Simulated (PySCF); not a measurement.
## Relaxation of singlet CrO₃

These are results of B3LYP/[Cr def2-SVP, O def2-SVP], no relativity, density fitting, PySCF, not measurements. A (50,194) grid was used.

A hand-made trigonal planar start, of D3h symmetry, held to at least that symmetry:

```xyz
4
charge 0 multiplicity 1, angstrom
Cr    0.0000    0.0000    0.0000
O     1.6800    0.0000    0.0000
O    -0.8400    1.4549    0.0000
O    -0.8400   -1.4549    0.0000
```

(1) What does it relax to?

(2) How much energy is released, and in how many steps?

## Answers

(1) It ends at D3h with Cr–O 1.566 Å (×3); O–Cr–O 120.0° (×3). A frequency run shows 1 imaginary mode, down to 175i cm⁻¹, so it is a saddle point. Other isomers or separated fragments may lie lower.

(2) 91.8 kJ/mol in 3 steps.
